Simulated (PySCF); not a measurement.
Work out the structure from these simulated measurements.

Elements present: C, H, N and Si. Monoisotopic mass: 172.0852 u.

| Quantity | Value |
| --- | --- |
| 1H NMR | chemical shifts (computed TMS as zero) by class: 5.79 (1 H), 5.74 (1 H), 5.74 (1 H), 1.97 (1 H), 1.81 (1 H), 1.77 (1 H), 1.68 (1 H), 1.68 (1 H), 1.67 (1 H), 1.29 (1 H), 1.15 (3 H), 1.09 (1 H), -0.04 (1 H), -0.12 (1 H) ppm [GIAO PBE0/pcSseg-1] |
| NMR, other nuclei | isotropic shieldings of nuclei other than C and H, by class: 244 (1 N), 251 (1 N), 351 (1 Si), 372 (1 Si) ppm [GIAO PBE0/pcSseg-1] |
| Dipole | 0.84 D [PBE0/pcSseg-1] |
| 13C NMR | chemical shifts (computed TMS as zero) by class: 42.6 (1 C), 40.3 (1 C), 35.2 (1 C), 29.3 (1 C), 25.6 (1 C), 20.8 (1 C) ppm [GIAO PBE0/pcSseg-1] |
| Rotational structure | rotational constants A, B, C: 1.955, 0.627, 0.525 GHz [PBE0-D3(BJ)/def2-SVP] |

The electronic properties come from PySCF, for the isolated species, density fitting. Levels stand in brackets. One conformer (not necessarily the lowest) at the PBE0-D3(BJ)/def2-SVP geometry, without solvent, vibrations or thermal averaging. NMR classes are plain means over equivalent atoms (diastereotopic ones count apart unless rotation or inversion swaps them), as if these changed places fast.

Question: Which formula fits the mass and the elements?

Answer: C6H16N2Si2 (calculated 172.0852). No other formula that holds each of these elements comes within 0.0003 u with a fitting electron parity and a possible valence count.

Question: What is the compound? Reason from the data.

Answer: Numbering: `[CH3:1][C@@H:2]1[CH2:3][CH2:4][CH2:5][C@@H:6]1[SiH:7]1[NH:8][SiH2:9][NH:10]1`. Its formula, C6H16N2Si2, gives 2 degrees of unsaturation: 2 rings and 0 π bonds in the structure found. 6 carbons fall into 6 classes; from least to most shielded: ring sp3 carbon bound to silicon [C6] (42.6 ppm), sp3 CH carbon [C2] (40.3 ppm), ring CH2 carbon [C3] (35.2 ppm), ring CH2 carbon [C5] (29.3 ppm), ring CH2 carbon [C4] (25.6 ppm), methyl carbon [C1] (20.8 ppm). Hydrogen classes from least to most shielded: 1 H on an SiH silicon, Si7 (5.79 ppm), 1 H on an SiH2 silicon, Si9 (5.74 ppm), 1 H on an SiH2 silicon, Si9 (5.74 ppm), 1 H on an sp3 CH carbon, C2 (1.97 ppm), 1 H on a ring CH2 carbon, C5 (1.81 ppm), 1 H on a ring CH2 carbon, C3 (1.77 ppm), 1 H on a ring CH2 carbon, C5 (1.68 ppm), 1 H on a ring CH2 carbon, C4 (1.68 ppm), 1 H on a ring CH2 carbon, C4 (1.67 ppm), 1 H on a ring CH2 carbon, C3 (1.29 ppm), 3 H on a methyl carbon, C1 (1.15 ppm, a mean of values up to 0.7 ppm apart in this geometry), 1 H on an sp3 carbon bound to silicon, C6 (1.09 ppm); 2 more classes are left out. The other shieldings belong to: 244 ppm, nitrogen bridging silicon atoms [N8]; 251 ppm, nitrogen bridging silicon atoms [N10]; 351 ppm, SiH silicon [Si7]; 372 ppm, SiH2 silicon [Si9]. The optimised geometry has point group C1 and is an asymmetric top. Structure: `C[C@@H]1CCC[C@@H]1[SiH]1N[SiH2]N1`. The assignments are read from this structure; whether some other isomer fits the data as well wasn't checked. The mirror image fits equally.
